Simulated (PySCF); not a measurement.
## Pt: excitation energy

Pt [Xe] 4f14 5d9 6s1 (3D) → Pt [Xe] 4f14 5d8 6s1 7s1 (5F), as a difference of total energies. Computed with PySCF 2.14 in x2c-TZVPPall with one added diffuse shell each of s, p, d, f type (12s8p8d4f1g, 113 functions), with the spin-free X2C one-electron Hamiltonian (Gaussian nucleus). The calculations carry no spin-orbit coupling.

| method | excitation energy (cm⁻¹) |
| --- | --- |
| UHF | 43691 |
| r2SCANh | 56555 |
| LC-wPBE | 56291 |
| B3LYP | 59313 |

The promoted electron is Rydberg-like, and one or two diffuse shells describe it only roughly, which tends to raise the upper state.
